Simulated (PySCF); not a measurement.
**Au⁷⁷⁺: ionisation energy**

Au⁷⁷⁺ 1s2 (1S) → Au⁷⁸⁺ 1s1 (2S), as a difference of total energies. Computed with PySCF 2.14 in an even-tempered Gaussian basis (16 s from 250 bohr⁻², ratio 2.2; 7 p from 370 bohr⁻², ratio 2.4; 4 d from 1100 bohr⁻², ratio 2.4; 3 f from 1700 bohr⁻², ratio 2.4; 3 g from 2500 bohr⁻², ratio 2.4), with scalar relativity by spin-free X2C-1e. Correlated levels: nothing frozen; virtual orbitals above 40 to 60 times the deepest correlated orbital energy dropped. The calculations carry no spin-orbit coupling.

```tsv
method	ionisation energy (eV)	difference from reference (eV)
UHF	91760.1	+244.3
LDA	91661.8	+146.0
PBE	91769.7	+253.9
PBE0	91767.5	+251.7
r2SCAN	91773.6	+257.8
BP86	91784.8	+269.0
B3LYP	91767.2	+251.4
MP2 (all electrons)	91762.2	+246.4
SCS-MP2 (all electrons)	91762.7	+246.9
```

Reference: 91515.8 ± 0.3 eV (theoretical estimate listed by NIST; NIST Atomic Spectra Database, ionization energies).

For this ion Breit and QED terms and the two-electron picture change, all absent here, outweigh the differences among the correlated methods.
